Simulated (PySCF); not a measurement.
C5H8O, triplet, geometry from GFN2-xTB (a higher spin typed on purpose: for a closed-shell molecule this is an excited state); B3LYP/STO-3G (PySCF).

Input for PySCF:
```python
from pyscf import gto, scf, dft

mol = gto.M(
    atom='''
O     0.863189    1.826044   -0.658817
C     0.394161    0.884222    0.069748
C     1.135481   -0.479910    0.114715
C     0.055620   -1.542524   -0.049711
C    -1.189062   -0.886295    0.537486
C    -1.111390    0.536018    0.004577
H     1.910358   -0.514339   -0.652910
H     1.614324   -0.538693    1.096959
H     0.327645   -2.471410    0.453209
H    -0.102845   -1.755736   -1.107763
H    -1.133346   -0.881928    1.626708
H    -2.113489   -1.378749    0.235734
H    -1.449733    0.597031   -1.036691
H    -1.667289    1.266410    0.594403
''',
    basis='sto-3g',
    charge=0,
    spin=2,
    verbose=4,
)

mf = dft.UKS(mol)
mf.xc = 'b3lyp'
mf.kernel()
mf.analyze()
```

Output, abridged:

```
PySCF version 2.14.0

[INPUT] verbose = 4
[INPUT] num. atoms = 14
[INPUT] num. electrons = 46
[INPUT] charge = 0
[INPUT] spin (= nelec alpha-beta = 2S) = 2
[INPUT] symmetry False subgroup None
[INPUT] Mole.unit = angstrom
[INPUT] Symbol           X                Y                Z      unit          X                Y                Z       unit  Magmom
[INPUT]  1 O      0.863189000000   1.826044000000  -0.658817000000 AA    1.631190803737   3.450723051405  -1.244983696208 Bohr   0.0
[INPUT]  2 C      0.394161000000   0.884222000000   0.069748000000 AA    0.744856338985   1.670937413315   0.131804617736 Bohr   0.0
[INPUT]  3 C      1.135481000000  -0.479910000000   0.114715000000 AA    2.145748109647  -0.906898464440   0.216779932379 Bohr   0.0
[INPUT]  4 C      0.055620000000  -1.542524000000  -0.049711000000 AA    0.105106567048  -2.914947900569  -0.093940175378 Bohr   0.0
[INPUT]  5 C     -1.189062000000  -0.886295000000   0.537486000000 AA   -2.247001525128  -1.674854815571   1.015701335788 Bohr   0.0
[INPUT]  6 C     -1.111390000000   0.536018000000   0.004577000000 AA   -2.100222717580   1.012927217837   0.008649276472 Bohr   0.0
[INPUT]  7 H      1.910358000000  -0.514339000000  -0.652910000000 AA    3.610053419872  -0.971959845183  -1.233821083990 Bohr   0.0
[INPUT]  8 H      1.614324000000  -0.538693000000   1.096959000000 AA    3.050630236312  -1.017982235220   2.072952079877 Bohr   0.0
[INPUT]  9 H      0.327645000000  -2.471410000000   0.453209000000 AA    0.619159316083  -4.670288041511   0.856440887188 Bohr   0.0
[INPUT] 10 H     -0.102845000000  -1.755736000000  -1.107763000000 AA   -0.194348883281  -3.317860187039  -2.093368680927 Bohr   0.0
[INPUT] 11 H     -1.133346000000  -0.881928000000   1.626708000000 AA   -2.141713544371  -1.666602381585   3.074032604639 Bohr   0.0
[INPUT] 12 H     -2.113489000000  -1.378749000000   0.235734000000 AA   -3.993915377281  -2.605458004518   0.445472698248 Bohr   0.0
[INPUT] 13 H     -1.449733000000   0.597031000000  -1.036691000000 AA   -2.739598323744   1.128225077875  -1.959062065801 Bohr   0.0
[INPUT] 14 H     -1.667289000000   1.266410000000   0.594403000000 AA   -3.150719580500   2.393168061410   1.123258877620 Bohr   0.0

nuclear repulsion = 234.812490891836
number of shells = 26
number of NR pGTOs = 114
number of NR cGTOs = 38
basis = sto-3g
ecp = {}

******** <class 'pyscf.dft.uks.UKS'> ********
method = UKS
initial guess = minao
damping factor = 0
level_shift factor = 0
DIIS = <class 'pyscf.scf.diis.CDIIS'>
diis_start_cycle = 1
diis_space = 8
diis_damp = 0
SCF conv_tol = 1e-09
SCF conv_tol_grad = None
SCF max_cycles = 50
direct_scf = True
direct_scf_tol = 1e-13
number electrons alpha = 24  beta = 22
XC library pyscf.dft.libxc version 7.1.2
    S. Lehtola, C. Steigemann, M. J. T. Oliveira, and M. A. L. Marques,  SoftwareX 7, 1–5 (2018)
XC functionals = b3lyp
    P. J. Stephens, F. J. Devlin, C. F. Chabalowski, and M. J. Frisch,  J. Phys. Chem. 98, 11623 (1994)
radial grids:
    Treutler-Ahlrichs [JCP 102, 346 (1995); DOI:10.1063/1.469408] (M4) radial grids

becke partition: Becke, JCP 88, 2547 (1988); DOI:10.1063/1.454033
pruning grids: <function nwchem_prune>
grids dens level: 3
symmetrized grids: False
atomic radii adjust function: <function treutler_atomic_radii_adjust>
small_rho_cutoff = 0
Set gradient conv threshold to 3.16228e-05
tot grids = 163136
init E= -267.799941547628

cycle= 1 E= -266.969751695822  delta_E= 0.83  |g|= 0.317  |ddm|= 3.42
cycle= 2 E= -266.840000701333  delta_E= 0.13  |g|= 0.602  |ddm|= 1.14

cycle= 3 E= -267.066111415563  delta_E= -0.226  |g|= 0.0642  |ddm|= 0.705
cycle= 4 E= -267.069727566262  delta_E= -0.00362  |g|= 0.0222  |ddm|= 0.131
cycle= 5 E= -267.070145051383  delta_E= -0.000417  |g|= 0.00373  |ddm|= 0.039
cycle= 6 E= -267.07016616786  delta_E= -2.11e-05  |g|= 0.0017  |ddm|= 0.0108
cycle= 7 E= -267.070169657863  delta_E= -3.49e-06  |g|= 0.000537  |ddm|= 0.00462
cycle= 8 E= -267.07016993459  delta_E= -2.77e-07  |g|= 0.000123  |ddm|= 0.00119
cycle= 9 E= -267.070169946511  delta_E= -1.19e-08  |g|= 6.23e-05  |ddm|= 0.000264
cycle= 10 E= -267.07016995063  delta_E= -4.12e-09  |g|= 1.3e-05  |ddm|= 0.000145
cycle= 11 E= -267.070169951273  delta_E= -6.43e-10  |g|= 5.05e-06  |ddm|= 6.85e-05
Extra cycle  E= -267.070169951415  delta_E= -1.42e-10  |g|= 3.76e-06  |ddm|= 2.95e-05
converged SCF energy = -267.070169951415  <S^2> = 2.0013186  2S+1 = 3.0008789
**** SCF Summaries ****
Total Energy =                        -267.070169951415380
Nuclear Repulsion Energy =             234.812490891836489
One-electron Energy =                 -827.850904237493296
Two-electron Energy =                  325.968243394241426
Two-electron Coulomb Energy =          364.741772192249982
DFT Exchange-Correlation Energy =      -38.773528798008570
**** MO energy ****
                             alpha | beta                alpha | beta
MO #1   energy= -18.9564491973007  | -18.9368814750044  occ= 1 | 1
MO #2   energy= -10.020504846433   | -10.0190120899227  occ= 1 | 1
MO #3   energy= -10.0201273710941  | -10.0185914540036  occ= 1 | 1
MO #4   energy= -10.0182458311793  | -10.0179829577458  occ= 1 | 1
MO #5   energy= -10.0172357316408  | -10.0170389916302  occ= 1 | 1
MO #6   energy= -9.98530656455985  | -9.97482012461559  occ= 1 | 1
MO #7   energy= -1.01693627604717  | -0.947389730981871 occ= 1 | 1
MO #8   energy= -0.797183327310148 | -0.79004895912208  occ= 1 | 1
MO #9   energy= -0.687049632140012 | -0.681785980144037 occ= 1 | 1
MO #10  energy= -0.643132228940812 | -0.629189890102682 occ= 1 | 1
MO #11  energy= -0.55121210379285  | -0.546438666966545 occ= 1 | 1
MO #12  energy= -0.489457296033952 | -0.472583983617847 occ= 1 | 1
MO #13  energy= -0.457104951194477 | -0.449985454752813 occ= 1 | 1
MO #14  energy= -0.426147905626723 | -0.403737973821295 occ= 1 | 1
MO #15  energy= -0.394102773678859 | -0.390833712050667 occ= 1 | 1
MO #16  energy= -0.377937960063208 | -0.35466798213885  occ= 1 | 1
MO #17  energy= -0.362694793614541 | -0.313807196570863 occ= 1 | 1
MO #18  energy= -0.32897931943422  | -0.307209173039086 occ= 1 | 1
MO #19  energy= -0.311374018732107 | -0.30455335093976  occ= 1 | 1
MO #20  energy= -0.30890869032435  | -0.298675763593496 occ= 1 | 1
MO #21  energy= -0.299527716016782 | -0.297692236182179 occ= 1 | 1
MO #22  energy= -0.285231836173538 | -0.219415082807237 occ= 1 | 1
MO #23  energy= -0.22198051801574  | -0.0268433224613169 occ= 1 | 0
MO #24  energy= -0.0470069329187568 | 0.120719257407356  occ= 1 | 0
MO #25  energy= 0.344083284238491  | 0.35416377340887   occ= 0 | 0
MO #26  energy= 0.351019792452514  | 0.358681452196398  occ= 0 | 0
MO #27  energy= 0.355471813798234  | 0.367983823174637  occ= 0 | 0
MO #28  energy= 0.409609218882376  | 0.416954546929153  occ= 0 | 0
MO #29  energy= 0.421894501743843  | 0.428455014461538  occ= 0 | 0
MO #30  energy= 0.448473851389535  | 0.458447435499217  occ= 0 | 0
MO #31  energy= 0.455526871059137  | 0.473593951837851  occ= 0 | 0
MO #32  energy= 0.503235928325196  | 0.50535748004865   occ= 0 | 0

To work with the spin densities directly, `use mulliken_meta_spin()` only printing them here.

 ** Mulliken spin pop alpha/beta on meta-lowdin orthogonal AOs **
 ** Mulliken Spin Density (per AO)  **
spin_pop of  0 O 1s       -0.00000
spin_pop of  0 O 2s        0.01162
spin_pop of  0 O 2px       0.69286
spin_pop of  0 O 2py       0.20352
spin_pop of  0 O 2pz       0.21348
spin_pop of  1 C 1s       -0.00000
spin_pop of  1 C 2s        0.07455
spin_pop of  1 C 2px       0.00078
spin_pop of  1 C 2py       0.06402
spin_pop of  1 C 2pz       0.50587
spin_pop of  2 C 1s        0.00000
spin_pop of  2 C 2s        0.01057
spin_pop of  2 C 2px       0.01092
spin_pop of  2 C 2py       0.06521
spin_pop of  2 C 2pz      -0.00112
spin_pop of  3 C 1s        0.00000
spin_pop of  3 C 2s        0.00068
spin_pop of  3 C 2px       0.00353
spin_pop of  3 C 2py       0.00101
spin_pop of  3 C 2pz       0.00039
spin_pop of  4 C 1s       -0.00000
spin_pop of  4 C 2s       -0.00050
spin_pop of  4 C 2px       0.00007
spin_pop of  4 C 2py       0.00159
spin_pop of  4 C 2pz       0.00003
spin_pop of  5 C 1s        0.00000
spin_pop of  5 C 2s        0.01007
spin_pop of  5 C 2px       0.06717
spin_pop of  5 C 2py       0.00796
spin_pop of  5 C 2pz      -0.00358
spin_pop of  6 H 1s        0.00647
spin_pop of  7 H 1s        0.01796
spin_pop of  8 H 1s        0.00423
spin_pop of  9 H 1s       -0.00043
spin_pop of  10 H 1s       -0.00023
spin_pop of  11 H 1s        0.00195
spin_pop of  12 H 1s        0.01996
spin_pop of  13 H 1s        0.00940
 ** Mulliken Spin Density (per atom)  **
spin density of  0 O =      1.12148
spin density of  1 C =      0.64521
spin density of  2 C =      0.08558
spin density of  3 C =      0.00562
spin density of  4 C =      0.00118
spin density of  5 C =      0.08162
spin density of  6 H =      0.00647
spin density of  7 H =      0.01796
spin density of  8 H =      0.00423
spin density of  9 H =     -0.00043
spin density of  10 H =     -0.00023
spin density of  11 H =      0.00195
spin density of  12 H =      0.01996
spin density of  13 H =      0.00940
 ** Mulliken pop alpha/beta on meta-lowdin orthogonal AOs **
 ** Mulliken pop       alpha | beta **
pop of  0 O 1s        0.99995 | 0.99995
pop of  0 O 2s        0.90895 | 0.89732
pop of  0 O 2px       0.92739 | 0.23453
pop of  0 O 2py       0.81945 | 0.61593
pop of  0 O 2pz       0.90148 | 0.68799
pop of  1 C 1s        0.99986 | 0.99986
pop of  1 C 2s        0.59836 | 0.52381
pop of  1 C 2px       0.46398 | 0.46320
pop of  1 C 2py       0.48123 | 0.41721
pop of  1 C 2pz       0.81524 | 0.30937
pop of  2 C 1s        0.99979 | 0.99979
pop of  2 C 2s        0.52639 | 0.51582
pop of  2 C 2px       0.51415 | 0.50323
pop of  2 C 2py       0.51530 | 0.45010
pop of  2 C 2pz       0.52443 | 0.52555
pop of  3 C 1s        0.99979 | 0.99979
pop of  3 C 2s        0.51455 | 0.51386
pop of  3 C 2px       0.49688 | 0.49335
pop of  3 C 2py       0.50648 | 0.50547
pop of  3 C 2pz       0.52179 | 0.52140
pop of  4 C 1s        0.99979 | 0.99979
pop of  4 C 2s        0.51332 | 0.51382
pop of  4 C 2px       0.50773 | 0.50766
pop of  4 C 2py       0.49583 | 0.49424
pop of  4 C 2pz       0.51956 | 0.51953
pop of  5 C 1s        0.99979 | 0.99979
pop of  5 C 2s        0.52519 | 0.51512
pop of  5 C 2px       0.52734 | 0.46017
pop of  5 C 2py       0.50612 | 0.49816
pop of  5 C 2pz       0.51879 | 0.52237
pop of  6 H 1s        0.48067 | 0.47420
pop of  7 H 1s        0.48581 | 0.46785
pop of  8 H 1s        0.47965 | 0.47543
pop of  9 H 1s        0.47828 | 0.47871
pop of  10 H 1s        0.47722 | 0.47745
pop of  11 H 1s        0.47851 | 0.47656
pop of  12 H 1s        0.48921 | 0.46925
pop of  13 H 1s        0.48176 | 0.47236
In total            24.00000 | 22.00000
 ** Mulliken atomic charges   ( Nelec_alpha | Nelec_beta ) **
charge of  0O =      0.00707  (     4.55721      3.43572 )
charge of  1C =     -0.07213  (     3.35867      2.71346 )
charge of  2C =     -0.07456  (     3.08007      2.99449 )
charge of  3C =     -0.07336  (     3.03949      3.03387 )
charge of  4C =     -0.07125  (     3.03622      3.03503 )
charge of  5C =     -0.07284  (     3.07723      2.99561 )
charge of  6H =      0.04513  (     0.48067      0.47420 )
charge of  7H =      0.04634  (     0.48581      0.46785 )
charge of  8H =      0.04492  (     0.47965      0.47543 )
charge of  9H =      0.04301  (     0.47828      0.47871 )
charge of  10H =      0.04534  (     0.47722      0.47745 )
charge of  11H =      0.04492  (     0.47851      0.47656 )
charge of  12H =      0.04154  (     0.48921      0.46925 )
charge of  13H =      0.04589  (     0.48176      0.47236 )
Dipole moment(X, Y, Z, Debye): -0.48440, -1.08853, -0.02123
```
